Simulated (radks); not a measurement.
Spherical jellium clusters: N electrons in a uniform positive sphere of charge N and radius rs N^(1/3), rs = 4.11 bohr. Calculated with a radial shooting solver with Libxc functionals: non-relativistic Kohn-Sham, PBE, spin-polarised, spherical densities. Levels are named by radial order and angular momentum (1s, 1p, 1d, 2s, ...), and open shells are averaged over m.

N = 6, configuration 1s2 1p(up 3, down 1). This is the lowest configuration that the search found. Occupied and some empty levels:

| level | occupation | eigenvalue (eV) | <r> (bohr) |
|---|---|---|---|
| 1s up | 1 | -4.3852 | 5.200 |
| 1s down | 1 | -4.0335 | 4.944 |
| 1p up | 3 | -3.0817 | 6.285 |
| 1p down | 1 | -2.5993 | 6.286 |
| 1d up | 0 | -1.5169 | 7.482 |
| 2s up | 0 | -1.0630 | 8.286 |
| 1d down | 0 | -1.0471 | 7.763 |
| 2s down | 0 | -0.88960 | 8.410 |

Energy (eV): total -10.2547, kinetic 10.095, external -153.13, Hartree 74.831, exchange-correlation -20.756, background 78.701.
